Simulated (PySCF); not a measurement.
Cartesian coordinates in Å; atom numbers follow the order of the lines, from 1:
```xyz
24

Si    0.390    0.265    0.352
C     0.580   -0.005    2.185
C     0.100    0.842    3.103
H     1.106   -0.905    2.530
H    -0.443    1.750    2.814
H     0.216    0.669    4.178
C     2.069    0.247   -0.476
C     3.224    0.273    0.199
H     2.121    0.242   -1.574
H     3.248    0.289    1.295
H     4.198    0.285   -0.303
C    -0.479    1.883   -0.009
C    -1.773    1.936   -0.349
H     0.084    2.825    0.048
H    -2.376    1.023   -0.422
H    -2.287    2.879   -0.567
O    -0.561   -0.983   -0.228
C    -0.691   -1.337   -1.582
C    -1.845   -2.299   -1.743
H    -0.860   -0.439   -2.209
H     0.244   -1.805   -1.944
H    -1.958   -2.603   -2.795
H    -1.680   -3.199   -1.132
H    -2.785   -1.833   -1.411
```

Method: structure optimised with PBE0-D3(BJ)/def2-SVP, shieldings: GIAO B3LYP/pcSseg-1, in PySCF 2.14.0 with density-fitted response routines (fast rotation and ring inversion assumed for equivalent nuclei, one conformer, no solvent, no relativistic terms).

Chemical shifts δ = σref − σ; TMS for ¹³C (σ = 179.24 ppm) and ¹H (σ = 31.38 ppm) and ²⁹Si (σ = 337.86 ppm); H2O for ¹⁷O (σ = 334.04 ppm), all at this level.

| atoms | nucleus | count | δ (ppm) |
| --- | --- | --- | --- |
| H4/H9/H14 | ¹H | 3 | 6.24 |
| C19 | ¹³C | 1 | 20.8 |
| H20/H21 | ¹H | 2 | ? |
| C3/C8/C13 | ¹³C | 3 | 145.4 |
| O17 | ¹⁷O | 1 | 49.4 |
| Si1 | ²⁹Si | 1 | -17.5 |
| C2/C7/C12 | ¹³C | 3 | 142.9 |
| C18 | ¹³C | 1 | ? |
| H5/H6/H10/H11/H15/H16 | ¹H | 6 | 6.20 |
| H22/H23/H24 | ¹H | 3 | ? |

Question: Complete the table.

Answer: 
- C18: 61.5 ppm, carbon bonded to C, O, 2 H
- H20/H21: 3.75 ppm, hydrogen on a carbon bonded to C, O
- H22/H23/H24: 1.31 ppm, hydrogen on a carbon bonded to C

Shifts are as computed. Against solution values, carbons near 30 ppm lie about +2 ppm off and those near 130 ppm about +6 ppm (rms about the fit 1.1 ppm; single classes can miss by 10 ppm). Of 1328 compounds with measured shifts, 309 miss one by over three times the rms of a fit or turn the order of signals round; such compounds aren't used in these exercises. Signals without a measured value on file couldn't be tested in this way. Experimental scales use liquid or dissolved standards, which lie at an offset from isolated H2O (liquid H2O: subtract about 36 ppm).
